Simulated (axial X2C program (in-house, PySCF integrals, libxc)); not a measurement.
## Potential curves of AlGa, without spin–orbit coupling

All values were computed with an in-house all-electron X2C program for linear molecules (integrals from PySCF). Spin-free means the one-electron spin-free X2C Hamiltonian. Basis: Ga dyall-cv3z [9s9p7d4f1g], Al dyall-v3z [8s8p2d1f] (cores contracted in-house); Gaussian nuclei, density fitting, unrestricted open shells. Masses: Ga 68.926 u, Al 26.982 u.

State: M_S = 1, Λ = 0 (beyond evenly filled blocks: π+α, π-α). Energies in eV from the fragments at the same level (Ga + Al). Fits are polynomials in 1 − R0/R over 0.85 to 1.23 times the lowest point R0.

```tsv
R (Å)	CCSD(T)	PBE0
2.1393		-0.9830
2.2377	-0.9508	-1.2354
2.3115	-1.0896	-1.3422
2.3852	-1.1709	-1.3960
2.4590	-1.2073	-1.4093
2.5451	-1.2055	-1.3864
2.6311	-1.1682	-1.3339
2.7418	-1.0850	-1.2374
2.8770		-1.0942
3.0737		-0.8683
```

Correlated methods: 6 electrons correlated (number of frozen shells: Ga 3 s, 2 p, 1 d; Al 2 s, 1 p), 232 virtual spin orbitals or spinors in MP2, 90 natural virtuals in coupled cluster.

De is counted from the lowest determinant-based energies of the atoms at the same level, without counterpoise correction. Coupled cluster ran in a truncated set of natural virtual spinors; the MP2 energy of the rest was added. (T) has no such correction and the atoms are truncated less, which lowers De at CCSD(T) by a hundredth of an eV or more. The state is one determinant with fixed occupations, lowest in a PBE0 search at one distance only: followed along the bond, the spin-free determinant M_S = 1, Λ = 1 reaches 0.03 eV lower at PBE0, at Re = 2.710 Å, so the state shown is not the lowest. The determinant is spin-polarised beyond a pure state at some levels (its spin-free form has ⟨S²⟩ too high), which makes Re and μ there less reliable. The T1 diagnostic is large, a sign of multireference character. With the outer-core shells frozen, correlated bond lengths of heavy atoms tend to come out a few hundredths of an ångström too long. Spin-free De lacks the spin–orbit lowering of the heavy p-block atom, a tenth of an eV or more for 4p and 5p, up to an eV for 6p and one to two eV for 7p atoms, less what an open-shell molecule gains itself. Coupled cluster ran on the points near the minimum only. MP2 and coupled cluster on one determinant become unreliable at the stretched end.

Task: What are Re, ωe and De at the CCSD(T) level?

Result: At CCSD(T), spin-free: Re = 2.497 Å, ωe ≈ 282 cm⁻¹, De = 1.21 eV to Ga + Al; Be follows as 0.139 cm⁻¹.

Task: What are Re, ωe and De at the PBE0 level?

Result: At PBE0, spin-free: Re = 2.450 Å, ωe ≈ 286 cm⁻¹, De = 1.41 eV to Ga + Al; Be follows as 0.145 cm⁻¹.
